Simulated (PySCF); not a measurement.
Q: What does the PBE0-D3(BJ)/def2-SVP structure of InChI=1S/C2H6BI3S/c1-7(2)3(4,5)6/h1-2H3 look like in three dimensions?

A: 
Z-matrix in Å and degrees, rows numbered from 1:
```
C 
S   1  1.8008
C   2  1.8006  1  100.56
B   2  1.9680  1  105.73  3   109.81
I   4  2.2177  2  103.12  1    68.18
I   4  2.2199  2  110.69  1   -52.91
I   4  2.2183  2  103.12  1  -174.09
H   1  1.0976  2  106.61  3  -175.81
H   1  1.0979  2  108.01  3    65.68
H   1  1.0994  2  109.73  3   -56.48
H   3  1.0979  2  108.00  1   -65.64
H   3  1.0994  2  109.77  1    56.53
H   3  1.0976  2  106.59  1   175.85
```

S2 (sulfur bonded to B and 2 C) is pyramidal (angles 105.7°, 105.7° and 100.6°, sum 312.0°, 0.77 Å off the plane of its three neighbours). Of the pairs four or more bonds apart, I6···H10 is among the closest relative to their van der Waals radii: 3.04 Å, 96 % of the sum of Bondi's values. All 3 B–I bonds measure 2.218 to 2.220 Å. B4 (four-coordinate boron) is distorted tetrahedral (angles from 103.1° to 113.1°).

Method: PBE0-D3(BJ)/def2-SVP geometry optimisation, gas phase, def2 core potentials past Kr (PySCF 2.14.0).

Point group: Cs (tolerance 0.08 Å). Stationary, but not proved a minimum.
